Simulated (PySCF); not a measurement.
Calculation: PySCF with PBE-D3(BJ)/def2-TZVP // BP86-D3(BJ)/def2-SVP. Gas-phase values, no solvent. One relaxed conformer stands for a flexible species; it need not be the lowest. 

Reference species: [Ti(OH)4] (neutral, multiplicity 1).

The HOMO is -7.32 eV and the mean distance from the central atom to its bonded neighbours is 1.810 Å.

Changed species: [Mo(=O)2(OH)2] (M = Mo, dioxo; the reference has M = Ti).

### Question
What does the change do to the HOMO and mean distance from the central atom to its bonded neighbours?

### Answer
the HOMO falls by 0.08 eV, to -7.40 eV; the mean distance from the central atom to its bonded neighbours decreases by 0.019 Å, to 1.791 Å.
